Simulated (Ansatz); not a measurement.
Ga(OH)2 (GaH2O2), SMILES [OH][Ga][OH], multiplicity 2.

Geometry: B3LYP-D3(BJ)/def2-TZVP. Other conformers were not sampled.

Two levels are set side by side: PBE/def2-SVPD (Ansatz, a program for electronic structure) and PBE0/def2-SVPD (Ansatz). Energy differences of separate SCF runs at the same geometry; the states with an electron removed or added have multiplicity 1 and 1. Differences are taken from unrounded values.

```tsv
quantity	PBE
vertical ionisation energy (eV)	8.73
vertical electron affinity (eV)	1.57
```

**Question.** These are the PBE values. What does PBE0 give? (The exact figures need the calculation; the answer reports its results.)

**Answer.** 
```csv
quantity,PBE0,PBE minus PBE0
vertical ionisation energy (eV),8.95,-0.22
vertical electron affinity (eV),1.54,0.03
```
